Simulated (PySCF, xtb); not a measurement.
CH7ClGeSi, SMILES [CH2]([GeH3])[SiH2]Cl. Other conformers were not sampled.

Harmonic wavenumbers (cm⁻¹) from GFN2-xTB in xtb 6.7.1 at its own minimum, in rising order: 18, 102, 124, 199, 443, 462, 476, 498, 550, 607, 680, 724, 754, 777, 808, 860, 867, 1004, 1110, 1434, 1978, 2058, 2094, 2248, 2266, 2963, 2976.

Question: What does B3LYP-D3(BJ)/def2-SVP (PySCF) give at its own minimum? (The exact figures need the calculation; the answer reports its results.)

Answer: 56, 108, 115, 231, 466, 486, 524, 534, 639, 685, 727, 778, 839, 884, 890, 896, 962, 1019, 1074, 1381, 2125, 2132, 2153, 2234, 2241, 3045, 3110. Paired by order, the mean absolute difference is 57 cm⁻¹ and the zero-point energies are 41.6 and 43.4 kcal/mol.
